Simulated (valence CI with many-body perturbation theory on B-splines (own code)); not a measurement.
# Energy levels of Hg49+

Method: relativistic CI+MBPT: three valence electrons over a frozen Dirac-Fock core [Ar] 3d10, a basis of 11 s, 11 p, 10 d, 8 f, 5 g, 2 h functions for each j, with the one-electron correlation potential Σ1 (screened to all orders), the two-electron term Σ2, the three-electron term Σ3, Breit, model QED; selected single and double excitations, second order for the rest, scaled by the run's own slope (own B-spline code, finite nucleus).

The last digits are not significant, and no measured levels were compared; by estimate large intervals hold to a few tenths of a per cent, small ones and those within an open d or f shell to about a per cent.

Levels 46 to 90 of 177, with energies above the lowest level, (4s^2 4p1/2) J=1/2. "Leading %" is the weight of the configuration and term that name the level; weights of strongly mixed levels are sums over their largest components and can fall short, so below about 35 % the name and the second component can differ from the true leading terms, or belong to a minority configuration. In the jj column 3d3/2^4 stands for four electrons in 3d with j = 3/2. Lifetimes count E1, E2, E3, M1 and M2 decay at the calculated energies, and are blank where another channel may lead or the interval is too uncertain; long ones can be off by a factor of two.

| No. | Configuration | Term | J | E (Ry) | Leading % | Lifetime | g | Second component | Leading jj |
| --- | --- | --- | --- | --- | --- | --- | --- | --- | --- |
| 46 | 4s4p4f | ⁴D | 7/2 | 48.530 | 33 | 4.54 ps | 1.201 | 26 % 4s4p4f ⁴F | 4s 4p1/2 4f7/2 (96 %) |
| 47 | 4s4p4f | ²D | 5/2 | 48.577 | 25 | 2.61 ps | 1.034 | 22 % 4s4p4f ²F | 4s 4p1/2 4f5/2 (94 %) |
| 48 | 4s4p4f | ⁴F | 3/2 | 48.652 | 53 | 2.31 ps | 0.634 | 34 % 4s4p4f ²D | 4s 4p1/2 4f5/2 (96 %) |
| 49 | 4s4p4f | ²G | 9/2 | 49.074 | 35 | 4.79 ps | 1.192 | 34 % 4s4p4f ⁴G | 4s 4p1/2 4f7/2 (98 %) |
| 50 | 4s4p4f | ²G | 7/2 | 49.219 | 36 | 3.60 ps | 1.086 | 24 % 4s4p4f ²F | 4s 4p1/2 4f7/2 (94 %) |
| 51 | 4s4p4f | ²D | 5/2 | 49.313 | 35 | 2.57 ps | 1.056 | 31 % 4s4p4f ²F | 4s 4p1/2 4f7/2 (91 %) |
| 52 | 4p³ | ²P° | 3/2 | 50.637 | 50 | 350 fs | 1.279 | 28 % 4p³ ²D° | 4p3/2^3 (93 %) |
| 53 | 4p²4d | ²F | 5/2 | 50.720 | 52 | 1.37 ps | 0.946 | 35 % 4p²4d ⁴F | 4p1/2 4p3/2 4d3/2 (93 %) |
| 54 | 4p²4d | ⁴F | 3/2 | 50.874 | 40 | 996 fs | 0.911 | 25 % 4p²4d ⁴D | 4p1/2 4p3/2 4d3/2 (98 %) |
| 55 | 4p²4d | ⁴D | 1/2 | 50.893 | 81 | 1.07 ps | 0.162 | 15 % 4p²4d ²P | 4p1/2 4p3/2 4d3/2 (99 %) |
| 56 | 4p²4d | ²G | 7/2 | 51.416 | 42 | 964 fs | 1.046 | 26 % 4p²4d ²F | 4p1/2 4p3/2 4d3/2 (83 %) |
| 57 | 4p²4d | ²D | 3/2 | 52.214 | 41 | 373 fs | 1.147 | 26 % 4p²4d ²P | 4p1/2 4p3/2 4d3/2 (94 %) |
| 58 | 4p²4d | ⁴P | 1/2 | 52.388 | 36 | 402 fs | 1.750 | 31 % 4p²4d ²P | 4p1/2 4p3/2 4d3/2 (95 %) |
| 59 | 4p²4d | ²D | 5/2 | 52.411 | 31 | 387 fs | 1.201 | 24 % 4p²4d ⁴P | 4p1/2 4p3/2 4d3/2 (81 %) |
| 60 | 4p²4d | ⁴D | 7/2 | 53.158 | 47 | 1.05 ps | 1.306 | 35 % 4p²4d ⁴F | 4p1/2 4p3/2 4d5/2 (98 %) |
| 61 | 4p²4d | ²G | 9/2 | 53.420 | 61 | 1.70 ps | 1.182 | 34 % 4p²4d ⁴F | 4p1/2 4p3/2 4d5/2 (94 %) |
| 62 | 4p²4d | ²P | 3/2 | 53.650 | 49 | 917 fs | 1.368 | 26 % 4p²4d ⁴P | 4p1/2 4p3/2 4d5/2 (95 %) |
| 63 | 4p²4d | ²D | 5/2 | 53.758 | 40 | 1.02 ps | 1.130 | 29 % 4p²4d ²F | 4p1/2 4p3/2 4d5/2 (93 %) |
| 64 | 4p²4d | ²F | 7/2 | 54.604 | 54 | 815 fs | 1.099 | 21 % 4p²4d ²G | 4p1/2 4p3/2 4d5/2 (86 %) |
| 65 | 4p²4d | ²D | 5/2 | 54.719 | 32 | 572 fs | 1.218 | 31 % 4p²4d ⁴P | 4p1/2 4p3/2 4d5/2 (87 %) |
| 66 | 4p²4d | ²D | 3/2 | 54.839 | 61 | 871 fs | 0.912 | 16 % 4p²4d ²P | 4p1/2 4p3/2 4d5/2 (94 %) |
| 67 | 4p²4d | ²P | 1/2 | 54.890 | 57 | 904 fs | 1.167 | 35 % 4p²4d ²S | 4p1/2 4p3/2 4d5/2 (95 %) |
| 68 | 4s4d² | ⁴F | 3/2 | 55.863 | 79 | 314 fs | 0.492 | 16 % 4s4d² ²D | 4s 4d3/2^2 (94 %) |
| 69 | 4s4d² | ⁴F | 5/2 | 56.297 | 55 | 295 fs | 1.068 | 21 % 4s4d² ²D | 4s 4d3/2^2 (86 %) |
| 70 | 4s4d² | ⁴P | 1/2 | 56.816 | 65 | 310 fs | 2.326 | 24 % 4s4d² ²S | 4s 4d3/2^2 (90 %) |
| 71 | 4p²4f | ²F° | 5/2 | 57.268 | 39 | 1.90 ps | 0.845 | 31 % 4p²4f ⁴G° | 4p1/2^2 4f5/2 (98 %) |
| 72 | 4s4d² | ⁴F | 7/2 | 57.812 | 63 | 701 fs | 1.170 | 9 % 4s4d² ²G | 4s 4d3/2 4d5/2 (72 %) |
| 73 | 4s4d² | ⁴F | 5/2 | 58.020 | 30 | 623 fs | 1.177 | 22 % 4s4d² ⁴P | 4s 4d3/2 4d5/2 (73 %) |
| 74 | 4p²4f | ²F° | 7/2 | 58.048 | 35 | 2.80 ps | 1.138 | 17 % 4p²4f ⁴F° | 4p1/2^2 4f7/2 (98 %) |
| 75 | 4s4d² | ²G | 9/2 | 58.104 | 42 | 816 fs | 1.165 | 21 % 4s4p4f ⁴G | 4s 4d3/2 4d5/2 (59 %) |
| 76 | 4s4d² | ⁴P | 3/2 | 58.279 | 69 | 542 fs | 1.415 | 15 % 4s4d² ²D | 4s 4d3/2 4d5/2 (89 %) |
| 77 | 4s4d² | ²G | 7/2 | 58.481 | 42 | 684 fs | 1.014 | 17 % 4s4d² ⁴F | 4s 4d3/2 4d5/2 (64 %) |
| 78 | 4s4d² | ⁴P | 3/2 | 58.715 | 26 | 697 fs | 1.126 | 18 % 4s4d² ²D | 4s 4d3/2 4d5/2 (54 %) |
| 79 | 4s4d² | ⁴P | 5/2 | 58.793 | 34 | 599 fs | 1.180 | 26 % 4s4d² ²F | 4s 4d3/2 4d5/2 (62 %) |
| 80 | 4s4p4f | ⁴F | 7/2 | 58.956 | 33 | 910 fs | 1.100 | 17 % 4s4p4f ²F | 4s 4p3/2 4f5/2 (68 %) |
| 81 | 4s4p4f | ⁴F | 9/2 | 59.101 | 58 | 2.22 ps | 1.253 | 18 % 4s4p4f ⁴G | 4s 4p3/2 4f7/2 (76 %) |
| 82 | 4s4p4f | ⁴D | 1/2 | 59.122 | 85 | 1.51 ps | 0.181 | 9 % 4s4d² ²P | 4s 4p3/2 4f5/2 (85 %) |
| 83 | 4s4d² | ²F | 5/2 | 59.132 | 32 | 652 fs | 1.026 | 22 % 4s4p4f ⁴F | 4s 4p3/2 4f5/2 (52 %) |
| 84 | 4s4p4f | ⁴D | 3/2 | 59.243 | 58 | 908 fs | 1.037 | 12 % 4s4d² ²D | 4s 4p3/2 4f5/2 (60 %) |
| 85 | 4s4p4f | ⁴G | 11/2 | 59.334 | 100 | 2.82 ps | 1.268 |  | 4s 4p3/2 4f7/2 (100 %) |
| 86 | 4s4d² | ²P | 1/2 | 59.352 | 54 | 467 fs | 1.038 | 18 % 4s4d² ⁴P | 4s 4d3/2 4d5/2 (72 %) |
| 87 | 4s4p4f | ²F | 7/2 | 59.389 | 31 | 2.60 ps | 1.187 | 21 % 4s4p4f ⁴D | 4s 4p3/2 4f7/2 (79 %) |
| 88 | 4s4d² | ⁴F | 9/2 | 59.650 | 57 | 901 fs | 1.243 | 26 % 4s4p4f ²G | 4s 4p3/2 4f5/2 (40 %) |
| 89 | 4s4p4f | ²F | 5/2 | 59.732 | 44 | 1.53 ps | 1.056 | 32 % 4s4p4f ⁴D | 4s 4p3/2 4f7/2 (82 %) |
| 90 | 4s4p4f | ²F | 5/2 | 60.154 | 50 | 742 fs | 0.996 | 19 % 4s4p4f ²D | 4s 4p3/2 4f5/2 (69 %) |
